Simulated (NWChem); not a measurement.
Lowest excitation of IIn

```xyz
2

In     0.0000     0.0000    -1.4660
I      0.0000     0.0000     1.3554
```
Charge 0, spin multiplicity 1.

The numbers come from NWChem runs, not from measurements. The geometry was optimised at B3LYP/def2-SVP with def2 effective core potentials on In, I, a minimum by its harmonic frequencies.

Basis set: def2-SVPD.

| method | lowest vertical singlet excitation energy (eV) | relative cost | difference from EOM-CCSD |
|---|---|---|---|
| TD-PBE | 3.40 | 1 | -0.53 |
| EOM-CCSD | 3.92 | under 3 | 0.00 |
| CIS | 4.21 | under 3 | +0.29 |
| TD-B3LYP | 3.66 | under 3 | -0.27 |
| TD-CAM-B3LYP | 3.85 | under 3 | -0.08 |

The values span 0.81 eV, from TD-PBE (lowest) to CIS (highest). The cost column gives rough processor time relative to TD-PBE; each entry includes its own SCF.

Effective core potentials replace the inner electrons of In, I; spin-orbit coupling is left out. The correlated methods keep 8 core orbitals frozen. B3LYP has NWChem's definition, with VWN1-RPA local correlation. GW and range-separated runs recompute their integrals, the others keep them in memory, which bears on the times. The structure started from a generated list of species. Coupled-cluster values serve here as a point of comparison, not as the truth.
